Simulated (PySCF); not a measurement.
Species: Sn(vinyl)(NCO)3, C₅H₃N₃O₃Sn.
Bonds: Sn1–C2, Sn1–N7, Sn1–N10, Sn1–N13, C2–C3, N7–C8, C8–O9, N10–C11, C11–O12, N13–C14, C14–O15. Hydrogens: H4 on C2; H5, H6 on C3.

Method: PySCF, PBE0-D3(BJ)/def2-SVP geometry optimisation, gas phase, def2 core potentials past Kr; density fitting, grid level 1; the optimiser is geomeTRIC in internal coordinates, started from a GFN2-xTB structure with every atom displaced at random (about 0.03 Å).

Geometry at step 0:
```
atom  x, y, z in Å
Sn1    -0.1559   -0.0230    0.0094
C2     -0.4147   -0.1378    2.1056
C3      0.5684   -0.3684    2.8731
H4     -1.3078    0.0037    2.4636
H5      1.6260   -0.5014    2.4968
H6      0.4818   -0.4299    3.9612
N7      1.7175   -0.1760   -0.5677
C8      2.6122   -0.2338   -1.3885
O9      3.4702   -0.3244   -2.0173
N10    -0.8582    1.8190   -0.6308
C11    -1.1738    2.6469   -1.4379
O12    -1.4376    3.5159   -2.1503
N13    -1.4044   -1.2621   -1.0104
C14    -1.7039   -1.9435   -1.8965
O15    -2.0525   -2.6615   -2.7661
```

Problem. Give the atomic forces at this geometry.

Solution. 
```csv
atom,Fx (eV/Å),Fy (eV/Å),Fz (eV/Å)
Sn1,-1.432,1.133,-0.277
C2,2.041,-0.128,-5.029
C3,5.079,-0.935,2.285
H4,-5.758,0.869,2.006
H5,-0.979,0.041,0.346
H6,-0.153,0.032,0.124
N7,0.227,-0.052,-0.185
C8,-11.287,0.903,8.908
O9,11.379,-1.042,-8.732
N10,0.398,-1.342,0.653
C11,0.670,-0.766,0.920
O12,-0.616,1.207,-1.204
N13,1.836,3.242,4.133
C14,-1.650,-3.699,-4.490
O15,0.245,0.536,0.543
```

The largest, 14.41 eV/Å, acts on C8 (O9 within 3 % of it); the rms over all components is 3.633 eV/Å. The forces sum to zero within rounding, as they must for an isolated molecule in no field.

Problem. Give the force on C8 in Eh/bohr and in nN.

Solution. 14.407 eV/Å ÷ 51.422 = 0.28017 Eh/bohr, and 14.407 eV/Å × 1.602 = 23.08 nN.

Problem. How far is this geometry from the end of the optimisation?

Solution. 1.413 eV above it, and 0.167 Å rms away after alignment. The bonds farthest from their final lengths, with half the difference of the two atoms' forces along the bond (positive lengthens):

| bond | now (Å) | final (Å) | force along bond (eV/Å) |
| --- | --- | --- | --- |
| C2–H4 | 0.973 | 1.094 | +4.95 |
| C8–O9 | 1.068 | 1.166 | +14.39 |
| Sn1–N10 | 2.073 | 2.006 | -1.55 |
| C2–C3 | 1.268 | 1.334 | +3.46 |
| N13–C14 | 1.157 | 1.205 | +5.80 |
| Sn1–N7 | 1.966 | 2.014 | +0.82 |

The angle farthest from its final value is Sn1–N7–C8, 154.6° against 146.3°.

Of the 6 listed bonds off by 0.010 Å or more, this force points towards the final length in 6.

What follows is the cost of the whole optimisation. On Arm Neoverse V2, one thread, shared host with 96 logical CPUs at a one-minute load of 37, this took 5.0 min and 0.90 GiB of memory at its peak.
